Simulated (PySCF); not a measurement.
SMILES C(C)(C[SiH3])=O, GFN2-xTB optimised geometry.

```
13

C      2.09    -1.09     1.37
C      1.46    -0.99     0.00
O      2.11    -0.89    -1.01
C     -0.03    -0.99     0.00
Si    -0.65     0.82     0.00
H      1.63    -0.39     2.05
H      3.16    -0.90     1.30
H      1.94    -2.10     1.76
H     -0.43    -1.52     0.86
H     -0.39    -1.47    -0.91
H     -2.11     0.77    -0.03
H     -0.12     1.52    -1.16
H     -0.20     1.46     1.24
```

Density from PBE0/def2-TZVP (PySCF) at that geometry.

Minimum of the electron density along straight lines between bonded atoms, close to the bond critical point (lines longer than 1.1 times the sum of covalent radii, or with two minima, are not listed):

```csv
bond,length / Å,ρ at the minimum / e bohr⁻³,∇²ρ there / e bohr⁻⁵,position (fraction from the first atom)
C1–C2,1.510,0.260,-0.68,0.49
C2–O3,1.208,0.423,?,0.33
C2–C4,1.490,0.268,-0.71,0.51
C4–Si5,1.916,?,?,0.61
C1–H6,1.087,0.277,-0.95,0.64
C1–H7,1.087,0.281,-0.97,0.64
C1–H8,1.089,0.275,-0.93,0.64
C4–H9,1.088,0.276,-0.93,0.64
C4–H10,1.089,0.275,-0.93,0.64
Si5–H11,1.464,0.124,0.20,0.49
Si5–H12,1.458,0.127,0.19,0.49
Si5–H13,1.466,0.124,0.19,0.49
```

### Question
What belongs in the gaps?

### Answer

- C2–O3, ∇²ρ there / e bohr⁻⁵: -0.03
- C4–Si5, ρ at the minimum / e bohr⁻³: 0.110
- C4–Si5, ∇²ρ there / e bohr⁻⁵: 0.15
